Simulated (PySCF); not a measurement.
A structure optimised at PBE0-D3(BJ)/def2-SVP, used in a PySCF frequency run:

```
Sn
O 1 1.9714
H 2 0.9646 1 112.17
O 1 1.9755 2 108.18 3 -51.26
H 4 0.9657 1 109.81 2 125.10
O 1 1.9759 2 111.67 3 62.57
H 6 0.9667 1 109.84 2 105.76
C 1 2.1563 2 106.20 3 -175.67
H 8 1.1005 1 107.73 2 120.59
H 8 1.1007 9 108.86 1 115.27
C 8 1.4440 9 112.38 10 125.11
C 11 1.2132 10 152.64 8 174.23
H 12 1.0744 7 108.94 6 166.13
```

Question: Write its SMILES and formula.

Answer: C#C[CH2][Sn]([OH])([OH])[OH], C₃H₆O₃Sn

Question: What are its rotational constants (standard atomic weights)?

Answer: 2.6933, 1.1207, 1.0762 GHz
